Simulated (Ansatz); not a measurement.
Input for Ansatz (a program for electronic structure): R-CCSD(T)/cc-pVDZ on C2H7Ga (SMILES C[CH2][GaH2]), a point of a torsion scan. The run froze 16 orbitals, filled d shells among them.

Ansatz 0.2 input:
```yaml
crystal:
  periodic: [false, false, false]
  atoms:
    - {symbol: C, position_ang: [-1.11480261, 0.47762731, 0.35107825]}
    - {symbol: C, position_ang: [-0.31314420, -0.69196968, -0.23709345]}
    - {symbol: Ga, position_ang: [1.60779996, -0.06831358, -0.52778642]}
    - {symbol: H, position_ang: [-1.22768168, 1.27609077, -0.38469388]}
    - {symbol: H, position_ang: [-0.59310722, 0.89541364, 1.21739072]}
    - {symbol: H, position_ang: [-2.10756786, 0.16235347, 0.67228276]}
    - {symbol: H, position_ang: [-0.76530168, -1.03628515, -1.17523031]}
    - {symbol: H, position_ang: [-0.34931969, -1.54296944, 0.45443356]}
    - {symbol: H, position_ang: [2.23438564, 1.04326496, 0.41601319]}
    - {symbol: H, position_ang: [2.62018533, -0.58572649, -1.63723582]}
basis:
  gaussian:
    orbitals: cc-pVDZ
magnetization: {spin_polarized: false}
correlation: {method: ccsd_t, electrons: outside_noble_gas}
scf: {lower_state_search: off}
```

Program output:

```
WARN ansatz: RAYON_NUM_THREADS=1 ignored (pool sized by the plan → 1); use --threads N
Functional definition: HF
these checks for a lower state are left out or cut short: stability, starts, cluster_reference, orbital_swaps, neighbouring_geometries, increment
integrals: 0.10 GiB planned
885 factors; integrals over basis functions are off by at most 9.5e-4 eV
mean field: 0.24 GiB planned
mean field evaluation 1: about -54502.3589 eV, gradient 2.6e1 eV
mean field evaluation 2: about -54502.4316 eV, gradient 2.6e1 eV
mean field evaluation 4: about -54504.4369 eV, gradient 2.7e0 eV
mean field evaluation 8: about -54504.4671 eV, gradient 1.1e-1 eV
mean field -54504.46720041 eV, -2003.0022251602 hartree, gradient 3.6e-6 eV, S^2 0.000000; 0 other end points of the search recorded, 0 dependent functions left out
16 core orbitals not correlated
reference -54504.46720041 eV, -2003.0022251602 hartree; 9, 9 occupied and 65, 65 virtual orbitals, 885 factors
second order -9.87856100 eV of doubles, -0.00000000 eV of singles
coupled cluster: 0.23 GiB planned
cycle   1  -10.80618588 eV  change   -9.3e-1 eV  update   7.1e-2
cycle   2  -11.17177084 eV  change   -3.7e-1 eV  update   2.3e-2
cycle   3  -11.20189641 eV  change   -3.0e-2 eV  update   6.2e-3
cycle   4  -11.20207614 eV  change   -1.8e-4 eV  update   1.9e-3
cycle   5  -11.20213326 eV  change   -5.7e-5 eV  update   5.3e-4
cycle   6  -11.20204801 eV  change    8.5e-5 eV  update   1.6e-4
cycle   7  -11.20202032 eV  change    2.8e-5 eV  update   5.2e-5
cycle   8  -11.20201868 eV  change    1.6e-6 eV  update   2.1e-5
perturbative correction -0.29592415 eV, -0.0108750119 hartree
Total energy: -54515.96514323 eV, -2003.4247667655 hartree
Checks for a lower state left out: stability, starts, cluster_reference, orbital_swaps, neighbouring_geometries, increment
```

Self-consistency was reached.

Cost: very roughly 4 core-seconds.
